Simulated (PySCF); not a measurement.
Species: C4H4FN3S.
Cartesian coordinates in Å at the GFN2-xTB level; atoms count from 1:
```xyz
13
C4H4FN3S angstrom
C     -2.751   -0.006   -0.269
N     -1.380   -0.361   -0.078
C     -0.454    0.356   -0.551
C      0.916   -0.024   -0.345
N      1.955    0.629   -0.788
C      3.058   -0.017   -0.406
F      4.238    0.458   -0.737
N      2.961   -1.114    0.296
S      1.394   -1.446    0.549
H     -3.365   -0.751    0.233
H     -2.968    0.982    0.145
H     -3.009    0.019   -1.331
H     -0.599    1.276   -1.129
```

The calculation used PySCF, TDDFT PBE0/def2-SVPD, vertical, gas phase, core orbitals frozen in the response.

Kohn–Sham orbitals with the atoms that hold most of them (Löwdin shares over 4%, at most four atoms; ? is withheld):

```json
{"orbital": "HOMO-3", "ε (eV)": "-9.16", "atoms": "N5 29%, S9 18%, N2 11%, N8 9%"}
{"orbital": "HOMO-2", "ε (eV)": "-8.90", "atoms": "N5 47%, N8 30%, S9 11%, C6 5%"}
{"orbital": "HOMO-1", "ε (eV)": "-8.11", "atoms": "N2 57%, C3 12%, C1 11%, H13 6%"}
{"orbital": "HOMO", "ε (eV)": "-7.72", "atoms": "?"}
{"orbital": "LUMO", "ε (eV)": "-2.70", "atoms": "?"}
{"orbital": "LUMO+1", "ε (eV)": "-0.12", "atoms": "S9 61%, N8 12%, C4 9%, C6 7%"}
{"orbital": "LUMO+2", "ε (eV)": "0.13", "atoms": "C3 17%, C6 15%, N2 13%, S9 12%"}
```

(1) Give the leading atoms of the LUMO.

(2) Give the leading atoms of the HOMO.

(3) The HOMO–LUMO gap is 5.02 eV. Where does the response calculation put the lowest singlet, and from which orbitals?

(4) One configuration dominates each of S1, S2, S3 and S6. Which, and how do the shares of the two leading atoms of either orbital change from the occupied to the empty one?

## Answers

(1) N2 (bonded to 2 C) 22%; C4 (bonded to C, N and S) 16%; S9 (bonded to C and N) 15%; C3 (bonded to C, N and H) 14%. By element: carbon 30% or more, nitrogen 22% or more, sulfur 15%.

(2) S9 (bonded to C and N) 28%; N8 (bonded to C and S) 18%; C4 (bonded to C, N and S) 13%; C6 (bonded to F and 2 N) 12%. By element: sulfur 28%, carbon 25% or more, nitrogen 18% or more.

(3) S1 is at 3.78 eV (f = 0.0000), 1.25 eV below the gap, made of HOMO-1→LUMO (98%). Its leading pair isn't HOMO and LUMO; the energies of that pair differ by 5.41 eV. Without the coupling terms of the response equations the lowest excitation would equal the gap.

(4) 
- S1 (3.78 eV, f 0.0000), HOMO-1→LUMO (98%): N2 57% → 22%, C3 12% → 14%, C4 at most 6% → 16%
- S2 (4.36 eV, f 0.161), HOMO→LUMO (96%): S9 28% → 15%, N8 18% → at most 14%, N2 at most 12% → 22%, C4 13% → 16%
- S3 (4.67 eV, f 0.0008), HOMO-2→LUMO (98%): N5 47% → at most 14%, N8 30% → at most 14%, N2 at most 6% → 22%, C4 at most 6% → 16%
- S6 (6.01 eV, f 0.0003), HOMO→LUMO+1 (96%): S9 28% → 61%, N8 18% → 12%

Löwdin shares depend on the basis, the more so with diffuse functions.

Hardware: one thread of an Arm Neoverse V1, shared host. Cost: 41 s, 0.85 GiB resident at most.

One conformer stands for the species.
